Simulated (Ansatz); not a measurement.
Ideal-gas functions of CH5AlOSi (`C1[O][AlH][SiH2]1`) at 600 K and 1 bar, from an Ansatz frequency run at PBE0-D4/def2-TZVP.

Molar mass 88.12 g/mol, point group Cs (symmetry number 1), electronic degeneracy 1, moments of inertia 70.516, 117.738, 179.25 u Å². Harmonic wavenumbers (cm⁻¹, unscaled): 141, 346, 371, 417, 466, 537, 567, 635, 711, 784, 834, 934, 1005, 1211, 1253, 1470, 1937, 2197, 2208, 3034, 3082.

Use S(trans) = R[1.5 ln M + 2.5 ln T − 1.1517]; rotational temperatures θ = 24.2544 K / I; S(rot) = R[ln(√π/σ · √(T³/θAθBθC)) + 1.5]; for each mode x = 1.438777 ν̃/T, S = R[x/(eˣ − 1) − ln(1 − e⁻ˣ)] and H = RT x/(eˣ − 1); 1 cm⁻¹ = 0.0119627 kJ/mol; R = 8.31446 J/(mol·K).

**Question.** By hand: the entropy, in J/(mol·K).

**Answer.** Translation 179.2. Rotation: θ = 0.344, 0.206, 0.1353 K, giving 116.3. Vibration, mode by mode: 17.37, 10.10, 9.56, 8.65, 7.81, 6.76, 6.37, 5.58, 4.82, 4.19, 3.81, 3.16, 2.76, 1.87, 1.73, 1.14, 0.46, 0.27, 0.26, 0.05, 0.04, in all 96.8. Electronic 0.0. Sum 392.3 J/(mol·K).

**Question.** By hand: H − E and G − E in kJ/mol, counted from the electronic energy.

**Answer.** Zero-point energy ½ × 24140 × 0.0119627 = 144.4; thermal vibration 33.4; translation, rotation and pV give 4 RT = 20.0. H − E = 197.8 kJ/mol, and G − E = 197.8 − 600 × 392.3/1000 = -37.6 kJ/mol.

Vibration gives 25 % of the entropy, 17.4 J/(mol·K) of it from the mode under 150 cm⁻¹: soft modes count most, and the harmonic formula is weakest for them.
